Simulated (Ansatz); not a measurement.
`C[Si](F)(F)[O][AlH2]` + `C/C=C/N` → `C/C=C\[NH][AlH2]` + `C[Si](O)(F)F`  (ligand exchange at the Al–O bond)

Computed with Ansatz on PBE0-D4/def2-TZVP structures; ΔE is electronic, products minus reactants. CCSD(T)/CBS adds triple-zeta CCSD(T) − MP2 to the extrapolated MP2 energy (def2 sets, frozen cores). Double bonds are as drawn, so ΔE can hold a change between cis and trans. Functionals use def2-TZVPP. B3LYP here is the variant with VWN-RPA as its local correlation; programs differ in this. Each species was taken in one conformer, which may not be the lowest.

```tsv
species	B3LYP energy (Eh)
`C[Si](F)(F)[O][AlH2]`	-848.41726
`C/C=C/N`	-173.34185
`C/C=C\[NH][AlH2]`	-416.42555
`C[Si](O)(F)F`	-605.30938
```

Task: Work out ΔE.

Result: ΔE = (-416.42555) + (-605.30938) − (-848.41726) − (-173.34185) = 0.02418 Eh = +63.5 kJ/mol. CCSD(T)/CBS gives +59.8 kJ/mol.

Largest T1 diagnostic among the species: 0.012.

In def2-TZVPP, CCSD(T) changes the Hartree–Fock value by −19.3 kJ/mol (the triples alone add −3.4 kJ/mol) and MP2 by −21.3 kJ/mol. From PBE to PBE0 (25 % exact exchange), in def2-TZVPP and without D4, ΔE moves by +4.7 kJ/mol.
